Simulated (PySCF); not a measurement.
# Group charges in `CO[SiH2]OCC1CCCC1`

C7H16O2Si.
Numbering: `[CH3:1][O:2][SiH2:3][O:4][CH2:5][CH:6]1[CH2:7][CH2:8][CH2:9][CH2:10]1` (hydrogens: H11, H12, H13 on C1; H14, H15 on Si3; H16, H17 on C5; H18 on C6; H19, H20 on C7; H21, H22 on C8; H23, H24 on C9; H25, H26 on C10)

Cartesian coordinates in Å at the PBE0-D3(BJ)/def2-SVP level; atoms count from 1:
```xyz
26
C7H16O2Si angstrom
C      3.3955    0.9518   -0.5376
O      3.6701   -0.2490    0.1285
Si     2.5883   -1.4773    0.3448
O      1.2769   -0.9311    1.1972
C     -0.0813   -1.2072    0.9852
C     -0.9020    0.0710    0.9469
C     -2.4149   -0.2439    0.8658
C     -2.9623    0.6260   -0.2679
C     -1.7841    0.7232   -1.2317
C     -0.5972    0.9378   -0.2942
H      2.7224    1.5986    0.0515
H      4.3405    1.4929   -0.6973
H      2.9294    0.7837   -1.5270
H      2.0774   -1.9896   -0.9690
H      3.3388   -2.5147    1.0953
H     -0.4502   -1.8570    1.7997
H     -0.2323   -1.7643    0.0373
H     -0.6637    0.6278    1.8668
H     -2.9323   -0.0804    1.8226
H     -2.5590   -1.3093    0.6122
H     -3.2110    1.6322    0.1112
H     -3.8766    0.2167   -0.7243
H     -1.8924    1.5160   -1.9875
H     -1.6711   -0.2304   -1.7769
H     -0.5402    2.0002   -0.0075
H      0.3723    0.6863   -0.7504
```

Atomic charges (e) from the PBE0/pcSseg-1 density (PySCF):

```csv
atom,Mulliken,IAO,Hirshfeld,ESP-fitted
C1,-0.0352,-0.1915,-0.0323,-0.0258
O2,-0.6331,-0.6293,-0.2314,-0.4226
Si3,+0.9804,+1.1750,+0.4435,+0.6988
O4,-0.6592,-0.6469,-0.2250,-0.3805
C5,+0.1604,-0.0303,+0.0083,-0.0767
C6,-0.3328,-0.1186,-0.0294,+0.2029
C7,-0.1725,-0.2627,-0.0664,-0.1413
C8,-0.2351,-0.2528,-0.0689,-0.0375
C9,-0.2147,-0.2541,-0.0706,-0.0827
C10,-0.2096,-0.2564,-0.0713,-0.0472
H11,+0.1173,+0.1334,+0.0416,+0.0595
H12,+0.1224,+0.1507,+0.0480,+0.0887
H13,+0.0983,+0.1190,+0.0379,+0.0626
H14,-0.1642,-0.1829,-0.0902,-0.1362
H15,-0.1253,-0.1483,-0.0769,-0.1187
H16,+0.1204,+0.1289,+0.0369,+0.0695
H17,+0.0908,+0.1048,+0.0288,+0.0731
H18,+0.1247,+0.1354,+0.0348,-0.0083
H19,+0.1274,+0.1368,+0.0386,+0.0336
H20,+0.1115,+0.1210,+0.0339,+0.0361
H21,+0.1165,+0.1260,+0.0350,+0.0288
H22,+0.1223,+0.1331,+0.0384,+0.0264
H23,+0.1239,+0.1337,+0.0388,+0.0263
H24,+0.1129,+0.1227,+0.0327,+0.0345
H25,+0.1191,+0.1299,+0.0354,+0.0272
H26,+0.1334,+0.1234,+0.0304,+0.0096
```

Cut each of the bonds C1–O2, O2–Si3, Si3–O4, O4–C5 and C5–C6 in turn and sum the charges on the side of the atom named first.

In e; the other side holds the opposite charge:

| bond cut | piece | atoms | Mulliken | IAO | Hirshfeld | ESP-fitted |
| --- | --- | --- | --- | --- | --- | --- |
| C1–O2 | CH3 | 4 | +0.303 | +0.212 | +0.095 | +0.185 |
| O2–Si3 | CH3O | 5 | -0.330 | -0.418 | -0.136 | -0.238 |
| Si3–O4 | CH5OSi | 8 | +0.361 | +0.426 | +0.140 | +0.206 |
| O4–C5 | CH5O2Si | 9 | -0.299 | -0.221 | -0.085 | -0.174 |
| C5–C6 | C2H7O2Si | 12 | +0.073 | -0.017 | -0.011 | -0.108 |

Extremes among these pieces. Mulliken: lowest CH3O at O2, highest CH5OSi at Si3; IAO: lowest CH3O at O2, highest CH5OSi at Si3; Hirshfeld: lowest CH3O at O2, highest CH5OSi at Si3; ESP-fitted: lowest CH3O at O2, highest CH5OSi at Si3.

Do the schemes agree better on the pieces than on the single atoms at the cuts?

The spread between schemes averages 0.234 e for the pieces and 0.394 e for the atoms named first; it is smaller for the piece at 4 of the 5 cuts. On average they agree better on the pieces. The sign differs between schemes (beyond ±0.03 e) for C2H7O2Si at C5.

Geometry: PBE0-D3(BJ)/def2-SVP, one conformer, isolated molecule.
